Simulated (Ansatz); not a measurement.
Input file for Ansatz (an electronic-structure program): U-CCSD(T)/def2-SVP on SnS, a point of a bond scan (R = 3.334 Å). Elements past Kr take the def2 small-core potentials; no spin–orbit coupling. The run froze 14 orbitals, filled d shells among them.

Ansatz 0.2 input:
```yaml
crystal:
  periodic: [false, false, false]
  atoms:
    - {symbol: Sn, position_ang: [-0.00000000, -0.00000000, -0.53883850]}
    - {symbol: S, position_ang: [0.00000000, 0.00000000, 2.79522473]}
basis:
  gaussian:
    orbitals: def2-SVP
correlation: {method: ccsd_t, electrons: outside_noble_gas}
scf: {omitted_lower_state_checks: [cluster_reference]}
magnetization: {spin_polarized: true, initial_magnetization: 0}
```

Program output:

```
WARN ansatz: RAYON_NUM_THREADS=1 ignored (pool sized by the plan → 1); use --threads N
Functional definition: HF
these checks for a lower state are left out or cut short: cluster_reference
integrals: 0.02 GiB planned
500 factors; integrals over basis functions are off by at most 2.2e-4 eV
mean field: 0.11 GiB planned
mean field evaluation 1: about -16606.4002 eV, gradient 2.4e1 eV
mean field evaluation 2: about -16606.4014 eV, gradient 2.4e1 eV
mean field evaluation 4: about -16614.3425 eV, gradient 8.3e0 eV
mean field evaluation 8: about -16615.7047 eV, gradient 2.2e0 eV
mean field evaluation 16: about -16615.9201 eV, gradient 5.2e-6 eV
mean field evaluation 32: about -16617.8534 eV, gradient 3.7e-2 eV
mean field evaluation 64: about -16617.8529 eV, gradient 8.6e-2 eV
mean field evaluation 96: about -16618.3019 eV, gradient 1.4e-1 eV
mean field evaluation 128: about -16617.5610 eV, gradient 4.8e-2 eV
mean field evaluation 160: about -16618.3024 eV, gradient 2.3e-1 eV
mean field evaluation 192: about -16618.4094 eV, gradient 2.1e-1 eV
mean field evaluation 224: about -16618.3030 eV, gradient 1.2e-1 eV
mean field evaluation 256: about -16618.4042 eV, gradient 4.1e-1 eV
mean field evaluation 288: about -16617.9737 eV, gradient 1.3e-2 eV
mean field evaluation 320: about -16616.5784 eV, gradient 6.4e-1 eV
mean field evaluation 352: about -16618.3027 eV, gradient 6.8e-2 eV
mean field evaluation 384: about -16618.4073 eV, gradient 3.2e-2 eV
mean field -16618.41059935 eV, -610.7153251627 hartree, gradient 7.4e-7 eV, S^2 1.653477; 29 other end points of the search recorded, 0 dependent functions left out
14 core orbitals not correlated
reference -16618.41059935 eV, -610.7153251627 hartree; 5, 5 occupied and 25, 25 virtual orbitals, 500 factors
second order -3.46565008 eV of doubles, -0.00000000 eV of singles
coupled cluster: 0.08 GiB planned
cycle   1  -4.08780427 eV  change   -6.2e-1 eV  update   8.2e-2
cycle   2  -4.35387211 eV  change   -2.7e-1 eV  update   4.1e-2
cycle   3  -4.40047879 eV  change   -4.7e-2 eV  update   3.1e-2
cycle   4  -4.46105748 eV  change   -6.1e-2 eV  update   2.5e-2
cycle   5  -4.49573620 eV  change   -3.5e-2 eV  update   1.4e-2
cycle   6  -4.51065766 eV  change   -1.5e-2 eV  update   6.8e-3
cycle   7  -4.51437666 eV  change   -3.7e-3 eV  update   4.3e-3
cycle   8  -4.51642320 eV  change   -2.0e-3 eV  update   3.0e-3
cycle   9  -4.51878644 eV  change   -2.4e-3 eV  update   2.1e-3
cycle  10  -4.51829655 eV  change    4.9e-4 eV  update   1.2e-3
cycle  11  -4.51917930 eV  change   -8.8e-4 eV  update   8.2e-4
cycle  12  -4.51921399 eV  change   -3.5e-5 eV  update   4.5e-4
cycle  13  -4.51896619 eV  change    2.5e-4 eV  update   2.3e-4
cycle  14  -4.51885275 eV  change    1.1e-4 eV  update   1.2e-4
cycle  15  -4.51891851 eV  change   -6.6e-5 eV  update   5.8e-5
cycle  16  -4.51896346 eV  change   -4.5e-5 eV  update   2.7e-5
cycle  17  -4.51898572 eV  change   -2.2e-5 eV  update   1.8e-5
cycle  18  -4.51898068 eV  change    5.0e-6 eV  update   1.2e-5
coupled cluster: 0.08 GiB planned
perturbative correction -0.17305488 eV, -0.0063596494 hartree
WARN: the results are in doubt because among natural orbitals full CI differs from the method by -0.110 eV
Total energy: -16623.10263491 eV, -610.8877542892 hartree
In doubt: among natural orbitals full CI differs from the method by -0.110 eV
Checks for a lower state left out: cluster_reference
```

The calculation finished and met its thresholds. Its determinant has ⟨S²⟩ = 1.65, a mixture of spin states.

Warnings raised: large difference.

Cost: roughly 6 core-seconds.
